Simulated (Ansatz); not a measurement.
The same bond dissociation along the group F, Cl, Br.

Calculated with Ansatz (gas phase, PBE0-D4/def2-TZVP geometries, no zero-point term in ΔE). CCSD(T)/CBS is the MP2 limit (def2-TZVPP, def2-QZVPP) plus CCSD(T) − MP2 in def2-TZVPP, frozen cores. This one scheme is used for every species, atoms too. Functionals use def2-TZVPP. No spin–orbit coupling; open shells (•) take unrestricted orbitals. Spin–orbit coupling would lower the free atoms: a little for Cl, F; clearly for Br. Elements past krypton have def2 core potentials. For Br, In outer-core shells are correlated without core-valence functions, so the limit isn't a true one: a few kJ/mol of doubt a bond, and 10 to 20 or more in all where bonds break to atoms. Scalar relativity is left out up to krypton. One conformer a species, not always the lowest.

```json
{"reaction": "`[CH3][In]([OH])[F]` → F• + `[CH3][In][OH]`•", "CCSD(T)/CBS(def2) (kJ/mol)": "?"}
{"reaction": "`[CH3][In]([OH])[Cl]` → Cl• + `[CH3][In][OH]`•", "CCSD(T)/CBS(def2) (kJ/mol)": "404"}
{"reaction": "`[CH3][In]([OH])[Br]` → Br• + `[CH3][In][OH]`•", "CCSD(T)/CBS(def2) (kJ/mol)": "380"}
```

Q: Fill in the missing values. (Estimate.)

A: The calculation gave: `[CH3][In]([OH])[F]` → F• + `[CH3][In][OH]`•: +491.2 kJ/mol.

Largest T1 diagnostic: 0.019, for `[CH3][In][OH]`•.
